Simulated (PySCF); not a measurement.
## Beryllium: a sound run and one with changed settings

Sound run: Be²⁺ 1s2, Be³⁺ 1s1. All numbers are calculated (PySCF 2.14, no relativity, point nucleus, in cc-pVDZ (3s2p1d, 14 functions)). The sound run starts from symmetry-adapted Hartree-Fock orbitals and uses a fine grid where one is needed.

Changed run: radial step 1.2 in ln r (0.13 in the sound run). This setting is unsound on purpose.

| species | method | sound run (hartree) | changed run (hartree) | converged |
| --- | --- | --- | --- | --- |
| Be²⁺ | UHF | -13.61079 | -13.61079 | yes |
| Be²⁺ | LDA | -13.44297 | -13.45875 | yes |
| Be²⁺ | PBE0 | -13.62773 | -13.65334 | yes |
| Be³⁺ | UHF | -7.95238 | -7.95238 | yes |
| Be³⁺ | LDA | -7.82599 | -7.83351 | yes |
| Be³⁺ | PBE0 | -7.94197 | -7.95723 | yes |

Ionisation energy of Be²⁺:

```csv
method,sound run (eV),changed run (eV)
UHF,153.97,153.97
LDA,152.85,153.07
PBE0,154.72,155.00
```

A coarse radial grid mis-integrates the density and the exchange-correlation energy, with errors of either sign; Hartree-Fock needs no grid.

For comparison, NIST gives 153.90 eV between the lowest levels.
